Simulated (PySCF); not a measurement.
SMILES C[SiH2][SiH2]c1ccccc1 (C7H12Si2) (GFN2-xTB optimised geometry):

```
21

C     -1.281    -1.030    -3.424
Si    -1.835    -2.487    -2.334
Si    -1.467    -1.979    -0.101
C     -0.490    -0.363     0.000
C     -1.141     0.866    -0.005
C     -0.432     2.054    -0.005
C      0.952     2.033    -0.004
C      1.619     0.819     0.000
C      0.901    -0.363     0.000
H     -0.232    -0.797    -3.261
H     -1.849    -0.131    -3.196
H     -1.412    -1.242    -4.481
H     -3.250    -2.757    -2.633
H     -1.101    -3.681    -2.779
H     -2.700    -1.784     0.677
H     -0.688    -2.998     0.618
H     -2.223     0.892    -0.005
H     -0.958     2.998    -0.007
H      1.510     2.958    -0.007
H      2.700     0.796     0.002
H      1.429    -1.307     0.003
```

Level of theory: CAM-B3LYP/def2-SVP (PySCF 2.14.0).

Problem. What are the frontier orbital energies and the dipole moment?

Solution. HOMO-2 -9.60 eV, HOMO-1 -8.59 eV, HOMO -8.34 eV, LUMO 0.59 eV, LUMO+1 0.85 eV; dipole moment 1.13 D.

Meta-Löwdin charges at CAM-B3LYP/def2-SVP: C1 -0.52, Si2 0.40, Si3 0.38, C4 -0.21, C5 -0.10, C6 -0.10, C7 -0.10, C8 -0.10, C9 -0.10, H10 0.11, H11 0.11, H12 0.11, H13 -0.10, H14 -0.10, H15 -0.10, H16 -0.10, H17 0.10, H18 0.10, H19 0.10, H20 0.10, H21 0.10.
